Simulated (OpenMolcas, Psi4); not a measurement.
## CH7BGe (SMILES C[BH][GeH3]): the dipole moment, rung by rung

The species is CH7BGe (10 atoms), meant as a singlet with charge 0. SMILES: `C[BH][GeH3]`. The shape is that of a PBE0-D4/def2-TZVP optimisation.

Each level gives the dipole moment (D). The values are calculated.

```csv
level,kind,program,value (D),CPU time
HF/def2-SVP,Hartree–Fock,OpenMolcas,1.37,15 s
BLYP/def2-SVP,GGA,OpenMolcas,1.43,45 s
PBE/def2-SVP,GGA,OpenMolcas,1.43,46 s
revPBE/def2-SVP,GGA,OpenMolcas,1.42,46 s
M06-L/def2-SVP,meta-GGA,OpenMolcas,1.39,65 s
r2SCAN-D4/def2-SVP (density fitting),meta-GGA,Psi4,1.43,25 s
r2SCAN/def2-SVP,meta-GGA,OpenMolcas,1.43,56 s
B3LYP/def2-SVP,global hybrid,OpenMolcas,1.41,47 s
```

All-electron rows without a relativistic Hamiltonian named are non-relativistic. The values span 1.37 to 1.43 D. Magnitudes only. Times are those of the runs behind each value, whatever else they computed, on shared processors of several kinds: orders of magnitude only.
